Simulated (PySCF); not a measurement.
Isomers C₇H₁₁N₃:

A. SMILES Cc1cnncc1N(C)C
B. SMILES C=Cc1nn[nH]c1C(C)C
C. `InChI=1S/C7H11N3/c1-7(2,3)6-4-5-8-10-9-6/h4-5H,1-3H3`

Spectrum 1. ¹H NMR (400 MHz, computed): δ 8.85 (s, 1H), 8.69 (s, 1H), 2.69 (s, 6H), 2.17 (s, 3H). ¹³C{¹H} NMR (computed): δ 156.8 (CH), 150.2 (C), 145.8 (CH), 127.3 (C), 40.8 (CH3), 18.3 (CH3).

Spectrum 2. ¹H NMR (400 MHz, computed): δ 8.88 (d, 1H), 6.97 (d, 1H), 1.50 (s, 9H). ¹³C{¹H} NMR (computed): δ 174.4 (C), 153.0 (CH), 115.3 (CH), 37.6 (C), 30.8 (CH3).

Spectrum 3. ¹H NMR (400 MHz, computed): δ 10.27 (br s, 1H), 6.99 (m, 1H), 6.51 (m, 1H), 5.64 (m, 1H), 2.90 (sept, 1H), 1.23 (d, 6H). ¹³C{¹H} NMR (computed): δ 142.8 (C), 141.2 (C), 129.8 (CH), 123.0 (CH2), 25.0 (CH), 24.9 (CH3).

Non-relativistic Hamiltonian, no solvent, one conformer, fast rotation and ring inversion assumed for equivalent nuclei. Structure optimised with PBE0-D3(BJ)/def2-SVP; σ from GIAO-PBE0/pcSseg-1; PySCF.

References, each an isolated molecule treated in the same way: ¹H (σref 31.27), ¹³C (σref 184.41) against TMS. Where no couplings were computed, multiplicities follow the n + 1 count of equivalent neighbours, and m marks all less simple cases (inequivalent or close neighbours, rings, F or P nearby). Shifts are as computed. Against solution values, carbons near 30 ppm lie about +2 ppm off and those near 130 ppm about +5 ppm. Of 1313 compounds with measured shifts, 239 miss one by over three times the rms of a fit or turn the order of signals round; such compounds aren't used in these exercises. OH and NH positions are gas-phase values without hydrogen bonding to other molecules.

**Question.** Which spectrum belongs to which compound?

**Answer.** 1–A, 2–C, 3–B.

- Spectrum 1 (A): 6 ¹³C signals; δC 156.8 is an aromatic CH next to a ring nitrogen; δC 150.2 is an aromatic carbon bearing nitrogen.
- Spectrum 2 (C): 5 ¹³C signals; δC 153.0 is an aromatic CH next to a ring nitrogen; δC 37.6 is a quaternary sp3 carbon on an aromatic ring.
- Spectrum 3 (B): 6 ¹³C signals; δC 129.8 is an alkene CH; δC 123.0 is a terminal =CH2 carbon.
